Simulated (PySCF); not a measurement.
Radial density of Nb³⁺ (niobium, charge +3)

revPBE, [Kr] 4d2, high-spin 3F determinant. Computed with PySCF 2.14 in aug-cc-pVTZ-DK (9s8p6d3f2g, 102 functions), with scalar relativity by spin-free X2C-1e.

```
r (bohr)  4πr²ρ (e/bohr)  4πr²(ρα − ρβ)
  0.0320           49.69        -0.0011
  0.0539           43.47        -0.0006
  0.0906           59.48         0.0172
   0.152           53.96         0.1215
   0.256           40.26         0.2715
   0.431           42.82         0.0951
   0.726           12.47         0.1897
    1.22           9.433         1.2591
    2.05           2.095         0.8558
    3.45         0.09574         0.0826
    5.81       0.0005043         0.0005
```

Densities and radii are taken from the X2C orbitals without a picture-change correction, which distorts them close to the nucleus.
